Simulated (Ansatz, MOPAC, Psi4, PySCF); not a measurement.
Species: SiN3H7, charge 0, multiplicity 1. SMILES: N[SiH](N)N
Geometry: optimised at B3LYP-D3(BJ)/def2-TZVP (Ansatz, a quantum-chemistry and plane-wave program).

Quantity: vertical ionisation energy to the doublet, in eV. Set-up: 6-31G* and kin with 6d, 5d where marked; valence correlation only; spin-orbit terms left out; UHF or UKS for open shells; no dispersion term unless named; 6-311+G** with 5d, 6d on Na to Ar in Ansatz; each state is the SCF solution reached for its charge and spin; non-relativistic. First-principles rows: single points at B3LYP-D3(BJ) geometries (Ansatz). Semi-empirical rows: differences of heats of formation at the shared geometry for vertical values.

```tsv
level	program	vertical ionisation energy to the doublet (eV)
AM1	MOPAC	8.77
PM3	MOPAC	7.89
PM6	MOPAC	9.00
MNDO	MOPAC	9.07
HF/6-311+G**	Ansatz	8.35
PBE/6-31G*	Ansatz	8.17
PBE/6-311+G**	Ansatz	8.59
B3LYP/3-21G	Ansatz	8.30
B3LYP/6-31G*	Ansatz	8.59
M06-2X/6-31G* (5d)	PySCF	9.11
wB97X-D/6-31G*	Psi4	9.35
MP2/6-31G*	Ansatz	9.14
MP2/6-311+G**	Ansatz	9.61
B3LYP/def2-TZVPD	Ansatz	8.99
PBE0/def2-TZVPD	Ansatz	9.00
```

No value to compare with is used here. The 13 habitual levels span 7.89 (PM3) to 9.61 eV (MP2/6-311+G**); PBE0/def2-TZVPD gives 9.00.

The levels are drawn from those run, B3LYP/6-31G* more often than the rest, none by its result; left out are runs that failed, that the program found above a lower state of the same kind, or whose <S^2> lies over 0.5 above the pure value.
